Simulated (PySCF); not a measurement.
NICS in isomers of C7H8O2Si.

Probes without a nucleus sit at each ring's centroid and 1 Å off its mean plane on both sides; NICS is minus the shielding there, NICSzz its component along the normal. Level: GIAO PBE0/pcSseg-1 (PySCF, non-relativistic, gas phase) on the GFN2-xTB geometries, one conformer each. Atom numbers follow the mapped SMILES.

Question: Order these rings by mean NICS(1)zz, lowest (most negative) first (ppm).
A. ring C6–C7–C8–C9–O10 in `[CH2:1]=[C:2]([CH:3]=[O:4])[SiH2:5][c:6]1[cH:7][cH:8][cH:9][o:10]1`
B. ring C2–C3–C4–C5–C6–C9 in `[O:1]=[C:2]1[CH:3]=[CH:4][CH:5]=[C:6]([CH2:7][SiH3:8])[C:9]1=[O:10]`
C. ring C2–O3–C4–C6–C9 in `[CH2:1]=[c:2]1[o:3][c:4](=[CH2:5])[c:6]([CH:7]=[O:8])[c:9]1[SiH3:10]`
D. ring C3–C4–C5–C6–C7–C8 in `[O:1]=[CH:2][c:3]1[cH:4][cH:5][cH:6][cH:7][c:8]1[O:9][SiH3:10]`
E. ring C4–C5–C6–Si8–C9 in `[CH2:1]=[CH:2][CH2:3][C:4]1=[CH:5][C:6](=[O:7])[SiH2:8][C:9]1=[O:10]`

Answer: A (-28.1), D (-24.9), C (-6.3), E (-1.5), B (9.9).

| SMILES | ring | NICS(0) | NICS(1) | NICS(1)zz | HOMA | rms pucker (Å) | ring atoms with four or more neighbours |
| --- | --- | --- | --- | --- | --- | --- | --- |
| C=C(C=O)[SiH2]c1ccco1 | 5-membered ring with O; formal bonds all aromatic | -11.5 | -10.6 | -28.1 | 0.48 | 0.00 | 0 |
| O=Cc1ccccc1O[SiH3] | 6-membered carbocycle; formal bonds all aromatic | -8.6 | -10.6 | -24.9 | 0.98 | 0.00 | 0 |
| C=c1oc(=C)c(C=O)c1[SiH3] | 5-membered ring with O; bonds drawn aromatic by RDKit's count | -2.5 | -4.8 | -6.3 | -0.18 | 0.00 | 0 |
| C=CCC1=CC(=O)[SiH2]C1=O | 5-membered ring with Si; formal bonds 1 double, 4 single | 9.8 | -0.8 | -1.5 | – | 0.09 | 1 |
| O=C1C=CC=C(C[SiH3])C1=O | 6-membered carbocycle; formal bonds 2 double, 4 single | 11.6 | 2.8 | 9.9 | -0.74 | 0.03 | 0 |

NICS(0) gives the same order. The isotropic NICS(1) ties some rings at the printed digit and otherwise keeps the order. Over the 4 rings with a HOMA value its correlation coefficient with NICS(1)zz is -0.94. HOMA uses Krygowski's 1993 parameters; it is left out where a ring has a four-coordinate atom, a triple bond, no multiple bond or a kind of bond without parameters. NICS(1) and NICS(1)zz are means over the two faces.
